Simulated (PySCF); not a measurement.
C₂H₅ITe, SMILES [Te](I)CC.

Geometry: PBE-D3(BJ)/def2-SVP. The def2 effective core potentials stand for the cores of I, Te; spin–orbit coupling is left out. Other conformers were not sampled.

All values below come from PySCF 2.14.0 with PBE-D3(BJ)/def2-SVP.

Frequencies are harmonic and unscaled.

| mode | ν (cm⁻¹) | IR (km/mol) | moving atoms (share of kinetic energy) |
|---|---|---|---|
| 1 | 64 | 0.0 | C 48 %, H 33 %, I 11 % |
| 2 | 108 | 0.4 | H 42 %, C 41 %, I 10 % |
| 3 | 196 | 2.9 | I 50 %, Te 48 % |
| 4 | 248 | 0.1 | H 64 %, C 31 % |
| 5 | 260 | 0.5 | H 49 %, C 40 %, Te 10 % |
| 6 | 470 | 2.9 | C 71 %, H 21 % |
| 7 | 686 | 9.5 | H 83 %, C 16 % |
| 8 | 927 | 4.2 | H 85 %, C 14 % |
| 9 | 944 | 4.7 | H 81 %, C 19 % |
| 10 | 1043 | 0.1 | C 72 %, H 28 % |
| 11 | 1160 | 52.3 | H 74 %, C 26 % |
| 12 | 1197 | 1.6 | H 77 %, C 23 % |
| 13 | 1339 | 5.6 | H 81 %, C 19 % |
| 14 | 1382 | 4.6 | H 88 %, C 12 % |
| 15 | 1408 | 9.1 | H 97 % |
| 16 | 1421 | 3.1 | H 96 % |
| 17 | 2963 | 23.9 | H 97 % |
| 18 | 2989 | 3.6 | H 94 % |
| 19 | 3047 | 6.8 | H 91 %, C 9 % |
| 20 | 3062 | 1.4 | H 91 %, C 9 % |
| 21 | 3080 | 6.4 | H 90 %, C 10 % |
